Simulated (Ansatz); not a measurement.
Consider the redistribution: `OB[SiH]1C[SiH2]1` + `C[Si]N` → `CB[SiH]1C[SiH2]1` + `N[Si]O`.

Isolated molecules relaxed with PBE0-D4/def2-TZVP in Ansatz; ΔE leaves out vibrations. CCSD(T)/CBS adds triple-zeta CCSD(T) − MP2 to the extrapolated MP2 energy (def2 sets, frozen cores). This one scheme is used for every species. DFT in def2-TZVPP. Each species was taken in one conformer, which may not be the lowest.

```
          level  ΔE (kJ/mol)
        ωB97M-V        -38.6
CCSD/def2-TZVPP        -27.0
```

(1) What does CCSD(T)/CBS give? (Best estimate.)

Largest T1 diagnostic among the species: 0.015.

Answers

(1) Computed: -37.6 kJ/mol. The listed levels differ from it by -1.0, 10.6 kJ/mol.

In def2-TZVPP, CCSD(T) changes the Hartree–Fock value by −46.2 kJ/mol (the triples alone add −7.6 kJ/mol) and MP2 by −58.7 kJ/mol. From PBE to PBE0 (25 % exact exchange), in def2-TZVPP and without D4, ΔE moves by +4.3 kJ/mol.
